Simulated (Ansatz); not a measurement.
`CC[SiH]1[AlH][SiH2]1` → `C[SiH]1[AlH][SiH2]1` + `[CH2]` (triplet) at 298.15 K and 1 bar (formal loss of a carbene).

Computed with Ansatz on PBE0-D4/def2-TZVP structures; ΔE is electronic, products minus reactants. CBS: MP2 limit from def2 TZ/QZ plus the TZ coupled-cluster correction, frozen cores. This one scheme is used for every species. Triplets are unrestricted, without spin–orbit coupling. Each species was taken in one conformer, which may not be the lowest.

```json
{"species": "`CC[SiH]1[AlH][SiH2]1`", "CCSD(T)/CBS energy (Eh)": "-901.64180", "H − E (kJ/mol)": "282.5", "S (J/(mol·K))": "398.1"}
{"species": "`C[SiH]1[AlH][SiH2]1`", "CCSD(T)/CBS energy (Eh)": "-862.38434", "H − E (kJ/mol)": "203.0", "S (J/(mol·K))": "364.4"}
{"species": "`[CH2]` (triplet)", "CCSD(T)/CBS energy (Eh)": "-39.09499", "H − E (kJ/mol)": "55.4", "S (J/(mol·K))": "195.3"}
```

H − E and S are ideal-gas, rigid-rotor, harmonic terms from PBE0-D4/def2-TZVP, for one conformer and one mirror image of each species, with the whole ground term of open shells counted as degenerate. 1 Eh = 2625.50 kJ/mol, R = 8.31446 J/(mol·K).

Question: By hand: ΔE, ΔH, ΔS and ΔG.

Answer: ΔE = (-862.38434) + (-39.09499) − (-901.64180) = 0.16247 Eh = 426.6 kJ/mol. Δ(H − E) = 203.0 + 55.4 − 282.5 = -24.1, so ΔH = 402.5 kJ/mol. ΔS = 364.4 + 195.3 − 398.1 = 161.6 J/(mol·K). ΔG = 402.5 − 298.15 × (161.6)/1000 = 354.3 kJ/mol.

Question: By hand: the equilibrium constant, and the temperature at which ΔG would vanish if ΔH and ΔS stayed fixed.

Answer: log₁₀ K = −ΔG/(RT ln 10) = -62.1. ΔG = 0 at ΔH/ΔS = 2491 K.

The number of gas molecules changes by +1, which sets the sign of ΔS. A doubt of 5 kJ/mol in ΔE shifts log₁₀ K by 0.9 here. Other conformers and mirror images would add mixing entropy, several J/(mol·K) or more a flexible species. Modes under 60 cm⁻¹, often nearly free rotors, make the harmonic entropy too high. A triplet takes part, so the spin changes. These are equilibria of isolated gas molecules and say nothing of rates. Largest T1 diagnostic: 0.014 (customary marks: 0.02 for closed shells, 0.045 for open ones).
